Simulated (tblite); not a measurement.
Nb6O15 at step 6 of a GFN1-xTB optimisation (tblite, gas phase), coordinates in Å:

```
  1 Nb   -1.949    0.175    0.184
  2 Nb   -0.011    0.104   -2.131
  3 Nb    0.009    0.187    2.161
  4 Nb    1.952    0.185    0.169
  5 Nb    0.003   -2.128    0.107
  6 Nb   -0.006    2.160    0.190
  7 O    -1.993    0.205   -1.613
  8 O    -1.998   -1.616    0.204
  9 O    -1.834    0.204    2.043
 10 O    -1.834    2.053    0.204
 11 O     0.000    0.236    0.234
 12 O    -0.002    0.194   -3.824
 13 O    -0.001   -1.662   -1.662
 14 O     2.004    0.204   -1.620
 15 O     0.000    2.226   -1.580
 16 O    -0.001   -1.583    2.228
 17 O     1.830    0.205    2.060
 18 O     0.000    2.042    2.038
 19 O     1.997   -1.609    0.206
 20 O     1.838    2.042    0.204
 21 O    -0.001   -3.823    0.199
```

The bonding changed from the starting structure during the optimisation; the coordinates given are those used.

Problem. What are the forces on the atoms (eV/Å)?

Solution. 
```
  1 Nb    0.05   -0.91   -0.89
  2 Nb   -0.03    0.65   -0.27
  3 Nb   -0.05   -1.16    0.51
  4 Nb   -0.07   -0.95   -0.87
  5 Nb    0.01   -0.29    0.64
  6 Nb    0.05    0.55   -1.17
  7 O     0.59    0.16    0.15
  8 O     0.56    0.16    0.15
  9 O    -0.43    0.38    0.27
 10 O    -0.47    0.22    0.36
 11 O     0.02   -0.40   -0.37
 12 O    -0.02   -0.10    0.26
 13 O     0.01    0.01    0.03
 14 O    -0.56    0.15    0.18
 15 O     0.02   -0.27    0.15
 16 O    -0.02    0.15   -0.28
 17 O     0.50    0.37    0.18
 18 O     0.00    0.54    0.54
 19 O    -0.58    0.16    0.16
 20 O     0.42    0.30    0.39
 21 O     0.01    0.28   -0.10
```
